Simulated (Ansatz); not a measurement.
Molecule: HgO, net charge 0, singlet state. 
Structure (B3LYP-D3(BJ)/def2-TZVP (Ansatz, a program for electronic structure) minimum search):
```
Hg
O 1 1.9180
```

Dipole moments at this geometry, in debye (magnitudes).

```csv
level,program,dipole (D)
PBE/def2-TZVPD,Ansatz,4.72
BHLYP/def2-TZVPD,Ansatz,5.05
HSE06/def2-TZVPD,Ansatz,5.00
CAM-B3LYP/def2-TZVPD,Ansatz,5.11
wB97M-V/def2-TZVPD,Ansatz,5.28
CCSD(T)/def2-SVPD,Ansatz,[?]
```

What belongs in the gaps?


- CCSD(T)/def2-SVPD, dipole (D): 4.87
